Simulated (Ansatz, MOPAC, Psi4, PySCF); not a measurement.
System: MgCl, net charge 1, singlet state. SMILES: [Mg+][Cl]
Structure (B3LYP-D3(BJ)/def2-TZVP (Ansatz, a quantum-chemistry and plane-wave program) minimum search):
```xyz
2

Mg     0.0000     0.0000    -1.2414
Cl     0.0000     0.0000     0.8763
```
Charge +1, spin multiplicity 1.

Wanted: vertical ionisation energy to the doublet, in eV. Conventions: each state is the SCF solution reached for its charge and spin; PM7 with its own dispersion and hydrogen-bond terms; open shells spin-unrestricted; frozen cores in correlated levels; non-relativistic; six Cartesian d functions in 6-31G* and its kin unless marked 5d; spin-orbit terms left out. Ab initio and DFT rows: single points at B3LYP-D3(BJ) geometries (Ansatz). Semi-empirical rows: differences of heats of formation at the shared geometry for vertical values. The spin state of an ion or metal species was assumed, not searched.

```tsv
level	program	vertical ionisation energy to the doublet (eV)
PM6	MOPAC	15.57
PM7	MOPAC	15.60
B3LYP/STO-3G	Ansatz	15.47
B3LYP/6-31G*	Ansatz	16.80
M06-2X/6-31G* (5d)	PySCF	16.72
wB97X-D/6-31G*	Psi4	16.61
MP2/6-31G*	Ansatz	16.25
PBE/def2-TZVPD	Ansatz	16.77
wB97X-V/def2-TZVPD	Ansatz	16.60
```

No value to compare with is used here. The 7 habitual levels span 15.47 (B3LYP/STO-3G) to 16.80 eV (B3LYP/6-31G*); PBE/def2-TZVPD gives 16.77.

The levels are drawn from those run, B3LYP/6-31G* more often than the rest, none by its result; runs whose electronic state is in doubt are left out.
